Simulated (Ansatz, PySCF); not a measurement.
Hf(Cl)3(SH) (Cl3HHfS), SMILES [Cl][Hf]([SH])([Cl])[Cl], multiplicity 1. Atoms are numbered in the order given.

```xyz
6

Hf     0.1121    -0.0076    -0.1225
Cl     1.5358    -0.9999    -1.6834
Cl     1.1926     0.0423     1.9458
Cl    -0.6369     2.0902    -0.7955
S     -1.8723    -1.3691     0.0815
H     -1.1513    -2.4534     0.4613
```

Geometry optimised at PBE0-D3(BJ)/def2-SVP. The spin state was assumed, not searched. The structure was generated by enumeration; whether it is a known compound was not checked. The def2 effective core potentials stand for the cores of Hf; spin–orbit coupling is left out. One conformer was computed; it need not be the lowest.

Two levels are set side by side: PBE-D3(BJ)/def2-SVP (Ansatz, an electronic-structure program) and PBE0-D3(BJ)/def2-SVP (Ansatz). Each level has its own optimised geometry; the coordinates shown are those of the second. Frequencies come from the Hessian of PySCF at each geometry. Differences are taken from unrounded values.

```tsv
quantity	PBE0-D3(BJ)	PBE-D3(BJ)	PBE-D3(BJ) minus PBE0-D3(BJ)
mean bond length (Å)	2.153	2.165	0.011
bond Hf1–Cl2 (Å)	2.334	2.345	0.011
bond Hf1–Cl3 (Å)	2.334	2.345	0.011
bond Hf1–Cl4 (Å)	2.327	2.338	0.011
bond Hf1–S5 (Å)	2.415	2.427	0.012
bond S5–H6 (Å)	1.356	1.368	0.012
highest harmonic wavenumber (cm⁻¹)	2682	2586	-96
mean harmonic wavenumber (cm⁻¹)	442	428	-14
zero-point energy (kcal/mol)	7.58	7.35	-0.24
```

GGA bonds tend to be longer and softer than those of functionals with exact exchange. Differences between two approximate levels are no errors against the true value.
